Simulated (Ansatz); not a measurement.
Stepwise reaction of `C#[C][Ge]([F])([F])[C]#C` with methanol, as a gas-phase model of exchange steps in deposition or etching. ΔE in kJ/mol; ΔG adds harmonic PBE0-D4 terms to CCSD(T)/CBS, at 1 bar.

Isolated molecules relaxed with PBE0-D4/def2-TZVP in Ansatz; ΔE leaves out vibrations. CCSD(T)/CBS adds triple-zeta CCSD(T) − MP2 to the extrapolated MP2 energy (def2 sets, frozen cores). This one scheme is used for every species. Functionals use def2-TZVPP. B3LYP here is the variant with VWN-RPA as its local correlation; programs differ in this. For Ge outer-core shells are correlated without core-valence functions, which leaves a few kJ/mol of doubt a bond. Scalar relativity is left out up to krypton. One conformer a species, not always the lowest.

```csv
step,reaction,PBE-D4,B3LYP-D4,ωB97M-V,CCSD(T)/CBS,ΔG(500 K)
1,`C#[C][Ge]([F])([F])[C]#C` + CH₃OH → `C#[C][Ge]([F])([F])[O]C` + `C#C`,-25.4,-31.7,-31.4,-30.8,-27.2
2,`C#[C][Ge]([F])([F])[O]C` + CH₃OH → `C[O][Ge]([F])([F])[O]C` + `C#C`,-14.7,-20.8,-20.2,-19.1,-11.5
```

**Question.** By hand: ΔE of the 2 steps together at CCSD(T)/CBS.

**Answer.** (-30.8) + (-19.1) = -49.9 kJ/mol, or -25.0 kJ/mol a step.

In ΔE each step is higher than the one before. All are downhill at CCSD(T)/CBS. ΔG lies between -27.2 and -11.5 kJ/mol a step. PBE-D4 differs from CCSD(T)/CBS by 4.4 to 5.4 kJ/mol a step. Only this route is followed, and other bonds may react first. Isolated molecules leave out the surface, adducts and barriers. Largest T1 diagnostic: 0.013.
